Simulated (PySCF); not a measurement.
Can point charges reproduce the dipole moment of `COC(=O)c1cpcpc1C`?

Coordinates (GFN2-xTB, Å) and charges (e) from the PBE0/pcSseg-1 density (PySCF):

```
atom       x       y       z  Mulliken      IAO  Hirshfeld  ESP-fitted
  C1   3.216   0.114  -0.405   -0.0239  -0.2158    -0.0339     -0.1674
  O2   1.891  -0.397  -0.351   -0.4544  -0.3321    -0.0945     -0.3800
  C3   0.997   0.350   0.307   +0.4364  +0.5114    +0.2143     +1.0454
  O4   1.263   1.400   0.831   -0.3972  -0.4530    -0.2382     -0.5731
  C5  -0.347  -0.317   0.327   -0.0262  -0.0291    -0.0100     -0.9146
  C6  -0.351  -1.593   0.869   -0.2824  -0.3658    -0.1036     +0.2918
  P7  -1.690  -2.662   1.125   +0.4927  +0.4127    +0.1085     -0.2432
  C8  -3.017  -1.736   0.518   -0.6901  -0.6249    -0.1684     +0.0756
  P9  -3.093  -0.164  -0.191   +0.5207  +0.4002    +0.1124     -0.2992
 C10  -1.436   0.398  -0.161   -0.5447  -0.1828    -0.0340     +0.6969
 C11  -1.223   1.770  -0.736   -0.1490  -0.4276    -0.1271     -0.6297
 H12   3.241   1.043  -0.978   +0.1200  +0.1528    +0.0502     +0.1111
 H13   3.816  -0.650  -0.890   +0.1321  +0.1660    +0.0583     +0.1415
 H14   3.584   0.315   0.603   +0.1228  +0.1548    +0.0488     +0.1079
 H15   0.608  -1.985   1.186   +0.1326  +0.1722    +0.0422     +0.0853
 H16  -3.980  -2.234   0.583   +0.1806  +0.1798    +0.0421     +0.1329
 H17  -0.826   2.443   0.023   +0.1659  +0.1764    +0.0453     +0.1870
 H18  -2.161   2.175  -1.111   +0.1254  +0.1501    +0.0413     +0.1666
 H19  -0.504   1.739  -1.555   +0.1386  +0.1546    +0.0457     +0.1649
```

Question: What dipole does each set of charges give (1 e·Å = 4.803 D), and what does the density give?

Answer: The full density gives (1.78, -0.23, -1.21) D, 2.17 D in size; dipole vectors point from the negative to the positive end.

```json
{"scheme": "Mulliken", "μx": "-0.36", "μy": "-0.56", "μz": "-1.13", "size (D)": "1.31", "share of the full size (%)": "60", "angle to the full dipole (°)": "72"}
{"scheme": "IAO", "μx": "0.07", "μy": "-1.36", "μz": "-1.12", "size (D)": "1.76", "share of the full size (%)": "81", "angle to the full dipole (°)": "62"}
{"scheme": "Hirshfeld", "μx": "0.55", "μy": "-0.86", "μz": "-0.86", "size (D)": "1.33", "share of the full size (%)": "61", "angle to the full dipole (°)": "40"}
{"scheme": "ESP-fitted", "μx": "1.76", "μy": "-0.26", "μz": "-1.22", "size (D)": "2.15", "share of the full size (%)": "99", "angle to the full dipole (°)": "1"}
```

Question: Which set comes closest?

Answer: Length of the difference vector: ESP-fitted 0.05 D, Hirshfeld 1.43 D, IAO 2.06 D, Mulliken 2.17 D. Closest: ESP-fitted. ESP charges are fitted to the potential around the molecule, whose slowest-falling term is the dipole's. The schemes that divide the density aren't constrained to reproduce the dipole.

Question: What is left for the Hirshfeld atoms' own dipoles?

Answer: The Hirshfeld atoms' densities add up to the full density, so μ = Σ q r + Σ (atomic dipoles). The atomic dipoles sum to (1.78, -0.23, -1.21) − (0.55, -0.86, -0.86) = (1.23, 0.63, -0.35) D, 1.43 D in size.

Question: With the origin at the mean of the coordinates, (-0.001, 0.000, 0.000) Å, which are the largest single terms, by size, of the ESP-fitted dipole along the direction of the full one?

Answer: C10 -3.79, P9 +3.48, O2 -3.27, C3 +3.07, H13 +2.52 D; all 19 atoms together +2.15 D. The single terms depend on the origin, their sum doesn't.

Question: Give the size of the full dipole in other units.

Answer: 2.17 D = 0.853 au = 0.451 e·Å = 7.23 × 10⁻³⁰ C·m.

Geometry: GFN2-xTB, one conformer, isolated molecule.

Conformer computed: `[CH3:1][O:2][C:3](=[O:4])[c:5]1[cH:6][p:7][cH:8][p:9][c:10]1[CH3:11]`: C1–O2–C3–O4 0°, O2–C3–C5–C6 57°.
